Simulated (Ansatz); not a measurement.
```xyz
12

C     0.664    1.141   -1.130
Si   -0.515    0.136   -0.055
N    -0.989   -1.394   -0.711
Al    0.394   -0.306    2.191
H     1.619    0.628   -1.272
H     0.228    1.318   -2.117
H     0.866    2.115   -0.674
H    -1.766    0.952    0.045
H    -0.399   -2.201   -0.593
H    -1.514   -1.453   -1.569
H     0.490    0.825    3.309
H     0.923   -1.761    2.577
```

The species carries charge 0 and has multiplicity 1.

Problem. List the ωB97M-V/def2-TZVPP orbital energies in eV (the Gaussian-basis code of Ansatz). (Best estimate.)

Solution. The calculation gave: Occupied: -1806.52, -1531.99, -393.89, -280.77, -147.56, -116.60, -101.68, -101.67, -101.65, -76.28, -76.06, -76.06, -26.22, -22.07, -16.92, -16.10, -14.03, -13.83, -13.47, -12.78, -11.58, -10.59, -9.69, -8.91. Lowest empty: -0.22, 1.70, 2.38, 2.76, 3.07, 3.47, 3.86, 4.13.
